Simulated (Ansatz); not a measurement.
```yaml
crystal:
  periodic: [false, false, false]
  atoms:
    - {symbol: O, position_ang: [0.867779, -0.621851, -1.294771]}
    - {symbol: Ta, position_ang: [-0.181058, 0.183890, 0.118873]}
    - {symbol: O, position_ang: [0.570062, -1.159153, 1.305702]}
    - {symbol: O, position_ang: [-1.106519, 0.799424, 1.645185]}
    - {symbol: O, position_ang: [0.681213, 1.868040, -0.176208]}
    - {symbol: O, position_ang: [-1.789453, -0.127850, -0.872095]}
    - {symbol: H, position_ang: [1.491331, -1.275605, -1.595785]}
    - {symbol: H, position_ang: [1.185648, -1.801481, 0.951957]}
    - {symbol: H, position_ang: [-1.225159, 0.627385, 2.576343]}
    - {symbol: H, position_ang: [1.315974, 1.961904, -0.888864]}
    - {symbol: H, position_ang: [-1.744518, -0.511702, -1.749737]}
basis:
  gaussian: {orbitals: def2-mTZVPP}
total_charge: -1
magnetization: {spin_polarized: true, initial_magnetization: 9}
hamiltonian: {xc: {name: BLYP}, dispersion: d3bj}
```

```sh
$ ansatz run in.yaml --threads 2 --pin off --events-out ev --progress --plain --max-ram 31744MiB --backend cpu
```

It prints (some lines left out):

```
Functional definition: BLYP
1382 factors; their error is unknown
mean field evaluation 1: about -11838.8082 eV, gradient 4.6e1 eV
mean field evaluation 2: about -11727.2019 eV, gradient 1.4e2 eV
mean field evaluation 4: about -11817.0774 eV, gradient 7.1e1 eV
mean field evaluation 8: about -11849.1757 eV, gradient 1.5e0 eV
mean field evaluation 16: about -11849.2480 eV, gradient 2.7e-3 eV
mean field -11849.24798863 eV, -435.4518318732 hartree, gradient 3.0e-6 eV, S^2 24.760084; 10 other end points of the search recorded, 0 dependent functions left out
reference -11849.24840499 eV, -435.4518471743 hartree; 34, 25 occupied and 147, 156 virtual orbitals, 1382 factors
Total energy: -11849.71926655 eV, -435.4691510174 hartree
```

Question: Something in this input is off. What?

Answer: The spin is set far too high for this molecule. The calculation finished and met its thresholds. The result belongs to that input, not to the molecule as meant.
